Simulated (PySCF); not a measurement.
## Correlation energy of Ar⁺ (argon, charge +1)

[Ne] 3s2 3p5, 2P determinant. Calculation: PySCF 2.14, in cc-pV(T+d)Z (5s4p3d1f, 39 functions); the non-relativistic Hamiltonian (point nucleus). Frozen: [Ne]; 7 electrons correlated.

MP2 pair energies summed by pair of shells (mhartree):

| pair | energy | share (%) |
| --- | --- | --- |
| 3p-3p | -104.95 | 63.2 |
| 3s-3p | -51.95 | 31.3 |
| 3s-3s | -9.28 | 5.6 |

Total MP2 correlation energy: -166.19 mhartree.

Same-spin part -38.41 and opposite-spin part -127.78 mhartree; SCS-MP2 scales them by 1/3 and 6/5 to -166.14 mhartree.

| level | correlation energy (mhartree) |
| --- | --- |
| CCSD | -191.37 |
| (T) | -5.33 |
| CCSD(T) | -196.70 |

Diagnostics: T1 = 0.0065, D1 = 0.0221, largest double amplitude 0.054.

Cost of the coupled-cluster step: 0.31 s of wall time on 1 thread of Intel(R) Xeon(R) 6975P-C (shared host), for 7 correlated electrons.
